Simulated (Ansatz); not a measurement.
Species: [Ga(CH3)3(H2S)] (charge 0, multiplicity 1), formula C$_{3}$H$_{11}$GaS.

Task: How many basis functions does frozen-core CCSD(T)/cc-pVTZ // PBE0-D3(BJ)/def2-SVP run with Ansatz (a first-principles code) use, how many core orbitals are frozen, and how many electrons are correlated?

Result: 321 basis functions and 17 frozen orbitals, which leaves 42 correlated electrons (filled d shells below the valence shell are correlated). Core time is of the order of minutes.
